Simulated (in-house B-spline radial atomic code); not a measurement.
Orbital energies and mean radii along the 7-electron series, configuration [He] 2s2 2p3. The effective charge is n√(-2ε), a non-relativistic measure. Computed with a B-spline radial code for spherical atoms: non-relativistic Hartree-Fock, average of the configuration, point nuclei.

This level leaves out relativity, spin-orbit splitting included, which matters for heavy ions.

```tsv
ion	Z	energy of 1s (Eh)	mean radius of 1s (bohr)	energy of 2s (Eh)	mean radius of 2s (bohr)	energy of 2p (Eh)	mean radius of 2p (bohr)	effective charge of 1s
Pr52+	59	-1641.63	0.025655	-378.32	0.10602	-371.52	0.089492	57.3
Nd53+	60	-1699.41	0.025223	-392.21	0.10418	-385.28	0.087917	58.299
Pm54+	61	-1758.18	0.024806	-406.34	0.1024	-399.29	0.086397	59.299
Sm55+	62	-1817.95	0.024403	-420.72	0.10068	-413.55	0.084929	60.299
Eu56+	63	-1878.73	0.024012	-435.36	0.099021	-428.07	0.08351	61.298
Gd57+	64	-1940.5	0.023634	-450.24	0.097413	-442.83	0.082137	62.298
Tb58+	65	-2003.28	0.023267	-465.38	0.095856	-457.84	0.080809	63.297
Dy59+	66	-2067.05	0.022912	-480.76	0.094349	-473.1	0.079523	64.297
Ho60+	67	-2131.82	0.022567	-496.4	0.092888	-488.61	0.078278	65.297
Er61+	68	-2197.6	0.022233	-512.28	0.091472	-504.38	0.077071	66.296
```

Task: How does the screening of 1s change?

Result: Z less the effective charge goes from 1.70 at Z = 59 to 1.70 at Z = 68.
